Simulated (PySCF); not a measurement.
## Radial density of Tc⁺ (technetium, charge +1)

UHF, [Kr] 4d5 5s1, high-spin 7S determinant. All numbers are calculated (PySCF 2.14, the spin-free X2C one-electron Hamiltonian (Gaussian nucleus), in x2c-TZVPall (8s6p6d1f, 63 functions)).

| r (bohr) | 4πr²ρ (e/bohr) | 4πr²(ρα − ρβ) |
| --- | --- | --- |
| 0.0368 | 48.91 | -0.0047 |
| 0.0620 | 50.01 | 0.0052 |
| 0.104 | 67.84 | 0.1319 |
| 0.175 | 47.21 | 0.5325 |
| 0.295 | 50.83 | 0.6984 |
| 0.496 | 30.98 | -0.0123 |
| 0.834 | 12.30 | 1.7560 |
| 1.40 | 8.712 | 3.4575 |
| 2.36 | 1.876 | 1.5774 |
| 3.97 | 0.2921 | 0.2914 |
| 6.68 | 0.006647 | 0.0066 |

Densities and radii are taken from the X2C orbitals without a picture-change correction, which distorts them close to the nucleus.

**Question.** Where is the radial spin density 4πr²(ρα − ρβ) most negative, and why is it negative at all?

**Answer.** Around r = 0.496 bohr, down to -0.0123 e/bohr: exchange with the open shell polarises the paired shells in an unrestricted calculation.
